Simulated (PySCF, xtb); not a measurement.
SnI2, SMILES [I][Sn][I] (connectivity only; charge and spin as stated), neutral, multiplicity 1.

Harmonic wavenumbers (cm⁻¹) from GFN2-xTB (xtb) at its own minimum, in rising order: 58, 209, 218.

Problem. What does PBE-D3(BJ)/def2-SVP (PySCF 2.14.0) give at its own minimum? (An estimate is asked for; the answer gives what the named calculation found.)

Solution. 55, 187, 187. Paired by order, the mean absolute difference is 19 cm⁻¹ and the zero-point energies are 0.7 and 0.6 kcal/mol.
